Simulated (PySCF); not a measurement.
# Computed vibrations of [Dy(NH3)2]3+

[Dy(NH3)2]3+ (singlet in the valence; each metal's 4f electrons, 9 of them, lie in its core potential, out of spins and levels). PySCF 2.14.0, RKS PBE, Dy lcecp-1-SVP with ECP55, N def2-SVP, H def2-SVP; non-relativistic Hamiltonian with scalar-relativistic core potentials where named; density fitting; no spin-orbit coupling. Central differences of gradients.

```xyz
9

Dy    0.0000    0.0000    0.0000
N     0.0000    0.0000    2.4257
H     0.8149    0.4705    2.8930
H    -0.8149    0.4705    2.8930
H     0.0000   -0.9409    2.8930
N     0.0000    0.0000   -2.4257
H     0.8149   -0.4705   -2.8930
H    -0.8149   -0.4705   -2.8930
H     0.0000    0.9409   -2.8930
```

Run from Python with OMP_NUM_THREADS=2. Where DIIS fails, smearing, a level shift and second-order steps follow.
It took 35 s on 2 threads of Arm Neoverse V1, with other jobs on the host.

Problem. What are the harmonic wavenumbers and infrared intensities?

Solution. Modes are labelled in D3d; negative numbers are unstable modes, those under 60 cm⁻¹ near the noise; a finer grid moves soft modes by up to 10 cm⁻¹.
```json
{"cm⁻¹": "-121", "km/mol": "–", "symmetry": "eu"}
{"cm⁻¹": "-121", "km/mol": "–", "symmetry": "eu"}
{"cm⁻¹": "37", "km/mol": "0.0", "symmetry": "a1u"}
{"cm⁻¹": "355", "km/mol": "46.4", "symmetry": "a2u"}
{"cm⁻¹": "358", "km/mol": "0.0", "symmetry": "a1g"}
{"cm⁻¹": "624", "km/mol": "173.4", "symmetry": "eu"}
{"cm⁻¹": "624", "km/mol": "173.4", "symmetry": "eu"}
{"cm⁻¹": "645", "km/mol": "0.0", "symmetry": "eg"}
{"cm⁻¹": "645", "km/mol": "0.0", "symmetry": "eg"}
{"cm⁻¹": "1384", "km/mol": "300.0", "symmetry": "a2u"}
{"cm⁻¹": "1386", "km/mol": "0.0", "symmetry": "a1g"}
{"cm⁻¹": "1539", "km/mol": "99.9", "symmetry": "eu"}
{"cm⁻¹": "1539", "km/mol": "99.9", "symmetry": "eu"}
{"cm⁻¹": "1543", "km/mol": "0.0", "symmetry": "eg"}
{"cm⁻¹": "1543", "km/mol": "0.0", "symmetry": "eg"}
{"cm⁻¹": "3191", "km/mol": "678.3", "symmetry": "a2u"}
{"cm⁻¹": "3202", "km/mol": "0.0", "symmetry": "a1g"}
{"cm⁻¹": "3250", "km/mol": "381.1", "symmetry": "eu"}
{"cm⁻¹": "3250", "km/mol": "381.1", "symmetry": "eu"}
{"cm⁻¹": "3250", "km/mol": "0.0", "symmetry": "eg"}
{"cm⁻¹": "3250", "km/mol": "0.0", "symmetry": "eg"}
```

Problem. Is this a minimum?

Solution. No: 2 unstable; the lowest moves the atoms so:
```
Dy   0.01  0.07  0.00
N   -0.03 -0.31  0.00
H   -0.04 -0.36  0.05
H   -0.04 -0.36  0.04
H   -0.04 -0.35 -0.09
N   -0.03 -0.31  0.00
H   -0.04 -0.36  0.04
H   -0.04 -0.36  0.05
H   -0.04 -0.35 -0.09
```

An lcecp potential fixes the number of 4f electrons, so in runs with it no electron can move into or out of that shell.
